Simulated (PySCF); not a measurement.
## Identify the compound

Molecular formula: C$_{5}$H$_{9}$NO$_{2}$. Simulated spectra:

1H NMR (300 MHz, computed): δ 9.81 (d, 1H), 6.18 (br, 1H), 3.06 (d, 3H), 2.93 (m, 1H), 1.52 (d, 3H).

13C{1H} NMR (computed): δ 214.3, 166.0, 55.5, 27.3, 12.1.

Method: coordinates at the GFN2-xTB level, PBE0/pcSseg-1 with gauge-including orbitals, in PySCF (one conformer, rapidly exchanging positions averaged, non-relativistic, no solvent).

Shifts are taken against calculated references (same method and geometry level): 1H (σref 31.72), 13C (σref 186.93) vs TMS.

Q: Which of these isomers gave the spectra?
A. COC/C=N/C(C)=O
B. CNC(=O)/C=C\CO
C. C[C@@H]1CO[C@H]1C(N)=O
D. COC/C=N\C(C)=O
E. CNC(=O)[C@@H](C)C=O

A: E. 

1. Rings plus π bonds: 2 (no ring in the answer).
2. 5 carbon signals for 5 carbons: no two carbons are equivalent.
3. Carbon types of the structure: 1 × C, 2 × CH, 2 × CH3, leaving 1 H on heteroatoms.
4. δC 214.3: aldehyde carbonyl carbon; low-lying n→π* states of the double bond to the heteroatom give a large paramagnetic term (-277 ppm).
5. δC 166.0: amide carbonyl carbon; lone-pair donation from the attached heteroatom keeps it upfield of a ketone carbonyl.
6. δC 55.5: sp3 CH α to a carbonyl; α to the electron-withdrawing carbonyl group.
7. δH 9.81: hydrogen on an aldehyde carbonyl carbon; the C=O anisotropy and electron withdrawal place aldehyde protons far downfield.
8. δH 3.06: hydrogen on a methyl carbon bonded to N; its carbon carries N, an electronegative neighbour.

The others: CNC(=O)/C=C\CO has carbons computed at 168.7, 163.6, 128.9, 64.4, 26.6, with a different DEPT pattern; COC/C=N/C(C)=O has carbons computed at 179.9, 164.3, 80.1, 60.8, 27.5, with a different DEPT pattern; C[C@@H]1CO[C@H]1C(N)=O would give 5 signals for carbon-bound and other non-exchanging H, not 4; COC/C=N\C(C)=O has carbons computed at 182.0, 156.4, 79.1, 63.4, 26.6, with a different DEPT pattern.

The OH or NH signal is concentration- and solvent-dependent in practice; the value given is the gas-phase one. Amide-type NH protons are broadened by 14N but still split neighbouring CH signals. Shifts are as computed. Against solution values, carbons near 30 ppm lie about +3 ppm off and those near 130 ppm about +5 ppm. Of 1211 compounds with measured shifts, 218 miss one by over three times the rms of a fit or turn the order of signals round; such compounds aren't used in these exercises. The C=O carbon of an acid or of an amide with N–H lies up to 10 ppm further downfield in solution, through hydrogen bonding that the calculation lacks. Multiplicities follow the n + 1 count of equivalent neighbours, as no J values were calculated; m marks all less simple cases, F and P coupling included.
